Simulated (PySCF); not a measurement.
One of the candidates below gave these computed data.

All candidates are C5H11FOSi.

* Rotational structure: rotational constants A, B, C: 2.964, 1.113, 0.863 GHz [GFN2-xTB]
* 13C NMR: chemical shifts (computed TMS as zero) by class: 91.2 (1 C), 80.2 (1 C), 72.3 (1 C), 14.1 (1 C), 11.3 (1 C) ppm [GIAO PBE0/pcSseg-1]
* UV, strongest line: among the 6 lowest singlet transitions: S6 at 7.87 eV (158 nm, f = 0.028) [TDDFT PBE0/def2-SVPD]
* Dipole: 1.79 D [PBE0/def2-SVPD]
* Triplet: lowest triplet excitation (Tamm–Dancoff): 6.96 eV [TDA PBE0/def2-SVPD]
* Polarisability: 88.8 au [PBE0/def2-SVPD]
* 1H NMR: chemical shifts (computed TMS as zero) by class: 4.86 (1 H), 4.60 (1 H), 4.30 (1 H), 4.28 (1 H), 4.22 (1 H), 3.64 (1 H), 3.49 (1 H), 1.21 (1 H), 1.15 (1 H), 0.58 (1 H), 0.54 (1 H) ppm [GIAO PBE0/pcSseg-1]
* NMR, other nuclei: isotropic shieldings of nuclei other than C and H, by class: 275 (1 O), 434 (1 F), 402 (1 Si) ppm [GIAO PBE0/pcSseg-1]
* UV, first state: lowest singlet excitation: 7.13 eV (174 nm, f = 0.008) [TDDFT PBE0/def2-SVPD]

The electronic properties come from PySCF, for the isolated species, density fitting. Levels stand in brackets. One conformer (not necessarily the lowest) at the GFN2-xTB geometry, without solvent, vibrations or thermal averaging. Each NMR value is the plain mean over a class of atoms that symmetry, rotation or inversion makes alike.

Task: Which candidate is it?
A. `C[Si]1(C)C[C@@H](F)CO1`
B. `FC[C@H]1C[SiH2]CCO1`
C. `C/C(=C/F)[SiH2]CCO`
D. `CO[SiH2]/C(C)=C/CF`
E. `C[C@@H]1COC[C@@H](F)[SiH2]1`

Result: B. It is `FC[C@H]1C[SiH2]CCO1`. Numbering: `[F:1][CH2:2][C@H:3]1[CH2:4][SiH2:5][CH2:6][CH2:7][O:8]1`. Its formula, C5H11FOSi, gives 1 degree of unsaturation: 1 ring and 0 π bonds in the structure found. 5 carbons fall into 5 classes; from least to most shielded: sp3 C–F carbon [C2] (91.2 ppm), ring sp3 carbon bound to oxygen [C3] (80.2 ppm), ring sp3 carbon bound to oxygen [C7] (72.3 ppm), ring sp3 carbon bound to silicon [C4] (14.1 ppm), ring sp3 carbon bound to silicon [C6] (11.3 ppm). Hydrogen classes from least to most shielded: 1 H on an sp3 C–F carbon, C2 (4.86 ppm), 1 H on an sp3 carbon bound to oxygen, C7 (4.60 ppm), 1 H on an SiH2 silicon, Si5 (4.30 ppm), 1 H on an SiH2 silicon, Si5 (4.28 ppm), 1 H on an sp3 C–F carbon, C2 (4.22 ppm), 1 H on an sp3 carbon bound to oxygen, C7 (3.64 ppm), 1 H on an sp3 carbon bound to oxygen, C3 (3.49 ppm), 1 H on an sp3 carbon bound to silicon, C4 (1.21 ppm), 1 H on an sp3 carbon bound to silicon, C6 (1.15 ppm), 1 H on an sp3 carbon bound to silicon, C4 (0.58 ppm), 1 H on an sp3 carbon bound to silicon, C6 (0.54 ppm). The other shieldings belong to: 275 ppm, cyclic ether oxygen [O8]; 434 ppm, alkyl fluorine [F1]; 402 ppm, SiH2 silicon [Si5]. The optimised geometry has point group C1 and is an asymmetric top.

The others, at the same levels:
- `CO[SiH2]/C(C)=C/CF` fails: its computed 13C shifts are 153.8 (1 C), 133.9 (1 C), 86.8 (1 C), 53.3 (1 C), 14.4 (1 C) ppm, 1H shifts are 6.89 (1 H), 5.47 (2 H), 4.92 (2 H), 3.89 (3 H), 1.49 (3 H) ppm and rotational constant A is 2.430 GHz (against 2.964 GHz).
- `C[Si]1(C)C[C@@H](F)CO1` fails: its computed 13C shifts are 97.8 (1 C), 78.1 (1 C), 22.0 (1 C), 1.6 (1 C), 0.1 (1 C) ppm, 1H shifts are 5.29 (1 H), 4.66 (1 H), 4.14 (1 H), 1.15 (1 H), 0.73 (1 H), 0.21 (3 H), 0.17 (3 H) ppm and rotational constant A is 2.620 GHz (against 2.964 GHz).
- `C/C(=C/F)[SiH2]CCO` fails: its computed 13C shifts are 163.1 (1 C), 117.7 (1 C), 64.5 (1 C), 17.5 (1 C), 14.2 (1 C) ppm, 1H shifts are 7.08 (1 H), 4.78 (2 H), 4.25 (2 H), 1.68 (3 H), 1.24 (2 H), 0.68 (1 H) ppm and smallest rotational constant is 0.686 GHz (against 0.863 GHz).
- `C[C@@H]1COC[C@@H](F)[SiH2]1` fails: its computed 13C shifts are 85.9 (1 C), 78.7 (1 C), 78.0 (1 C), 17.4 (1 C), 15.3 (1 C) ppm, 1H shifts are 4.82 (1 H), 4.55 (1 H), 4.36 (1 H), 4.27 (1 H), 3.90 (1 H), 3.47 (1 H), 3.03 (1 H), 1.48 (1 H), 0.96 (3 H) ppm and rotational constant A is 2.479 GHz (against 2.964 GHz).

Each candidate is one conformer, not necessarily the lowest. The conformers computed, where there is a choice (atom-mapped SMILES and torsion angles):
- `[CH3:1][O:2][SiH2:3]/[C:4]([CH3:5])=[CH:6]/[CH2:7][F:8]`: C1–O2–Si3–C4 -179°, O2–Si3–C4–C5 -178°, C4–C6–C7–F8 -179°
- `[CH3:1]/[C:2](=[CH:3]/[F:4])[SiH2:5][CH2:6][CH2:7][OH:8]`: C1–C2–Si5–C6 16°, C2–Si5–C6–C7 -165°, Si5–C6–C7–O8 -38°, H–O8–C7–C6 173°

The conformers of `FC[C@H]1C[SiH2]CCO1`, `C[Si]1(C)C[C@@H](F)CO1` and `C[C@@H]1COC[C@@H](F)[SiH2]1` aren't listed.
